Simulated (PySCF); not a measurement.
MoOF2, SMILES [F][Mo]([F])=[O] (connectivity only; charge and spin as stated), neutral, multiplicity 3. Geometry: B3LYP-D3(BJ)/def2-TZVP. The multiplicity is an assumed one; other spin states were not compared. The def2 effective core potentials stand for the cores of Mo; spin–orbit coupling is left out.

Method: B3LYP-D3(BJ)/def2-TZVP (PySCF 2.14.0).

Harmonic wavenumbers (cm⁻¹): 150, 167, 205, 652, 664, 1058. Rotational constants (GHz): 6.231, 5.211, 2.838; symmetry number 2.

Question: Work out the zero-point energy and the ideal-gas rigid-rotor harmonic-oscillator thermochemistry at 298.15 K and 1 atm.

Answer: ZPE = ½ Σ hcν = ½ × 2896 cm⁻¹ = 17.32 kJ/mol. H − E(el) = 32.75 kJ/mol. Entropy in J/(mol K): translation 171.23, rotation 101.59, vibration 33.54, spin 9.13, total 315.50. G − E(el) = -61.31 kJ/mol. Cp = 65.73 J/(mol K).
